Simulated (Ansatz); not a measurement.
Ansatz results at the PBE0-D4/def2-TZVP geometry: LUMO energy (ωB97M-V/def2-TZVPP) 0.11 eV; size of the dipole moment (B3LYP/def2-TZVPP) 1.97 D; HOMO energy (PBE/def2-TZVPP) -5.88 eV.

Each molecule was computed in one conformer, which needn't be the lowest.

Problem. Which molecule gave them?
A. `CB(O)[SeH]`
B. `[CH3][InH][CH2]Cl`
C. `FC1=NB[Se]1`
D. `FC1(Cl)CBC1`

Solution. B. The others give `CB(O)[SeH]`: 1.81, 2.25, -5.91; `FC1(Cl)CBC1`: 0.39, 2.23, -7.08; `FC1=NB[Se]1`: -0.23, 1.42, -6.28.

B3LYP here is the variant with VWN-RPA as its local correlation; programs differ in this.
